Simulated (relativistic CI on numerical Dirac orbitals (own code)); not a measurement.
One change at a time: Re20+

Base calculation: Dirac-Coulomb-Breit CI, KLI orbitals optimised for each configuration, QED by a radiative potential, unscaled Slater integrals.

Configuration list (outside the closed core [Ar] 3d10 4d10): 4s2 4p6 4f9, 4s2 4p6 4f8 5s, 4s2 4p6 4f7 5s2, 4s2 4p6 4f8 6s, 4s2 4p5 4f10, 4s 4p6 4f10, 4p6 4f11. Levels of other configurations are missing.

Variants: (1) one mean potential for all configurations; (2) only the first configuration. Shifts of the energy above 4s2 4p6 4f9 6H°_15/2, in cm⁻¹, for the lowest level and the first level of each name with at least 55 % of one term (blank where a level changes its place among those of its configuration and J or its character, or is not in the variant):

| Level | Base | Δ(1) | Δ(2) |
| --- | --- | --- | --- |
| 4s2 4p6 4f9 6H°_15/2 | 0.0 | 0.0 | 0.0 |
| 4s2 4p6 4f9 6H°_13/2 | 14186.5 | -399.1 | -54.7 |
| 4s2 4p6 4f9 6H°_9/2 | 27583.3 | -435.8 | +178.6 |
| 4s2 4p6 4f9 6H°_5/2 | 35374.5 | -499.6 | +261.8 |
| 4s2 4p6 4f9 6F°_3/2 | 37005.8 | +159.6 | +609.3 |
| 4s2 4p6 4f9 6F°_5/2 | 37753.8 | -310.2 | +440.3 |
| 4s2 4p6 4f9 6F°_1/2 | 41001.7 | -216.0 | +402.3 |
| 4s2 4p6 4f9 4M°_21/2 | 51591.4 | +263.2 | +134.4 |
| 4s2 4p6 4f9 4G°_11/2 | 52411.7 | +132.3 | +1285.8 |
| 4s2 4p6 4f9 4M°_17/2 | 70109.3 | -115.9 | +255.3 |
| 4s2 4p6 4f9 4M°_19/2 | 72264.7 | -96.2 | +141.7 |
| 4s2 4p6 4f9 4H°_13/2 | 74961.8 | +294.9 | +894.1 |
| 4s2 4p6 4f9 4L°_17/2 | 79045.9 | +120.8 | +239.0 |
| 4s2 4p6 4f9 4F°_3/2 | 82637.8 | +633.7 | +1635.9 |

At this charge energies of transitions that change n are usually good to better than 1 %, and those within a shell (Δn = 0) to a few per cent. Terms inside the open d or f shell come out 10 to 20 % too wide with unscaled integrals.

Ionisation energy from the two ground configurations alone: base 546.605 eV. The NIST ASD value (theoretical) is 570 eV. The gap of more than 2 % comes from missing correlation, or from a tabulated value that is itself an estimate.

LS names give the leading component of a level, which can be under half, so a name can repeat, a term be missing and a line seem to break the LS rules.
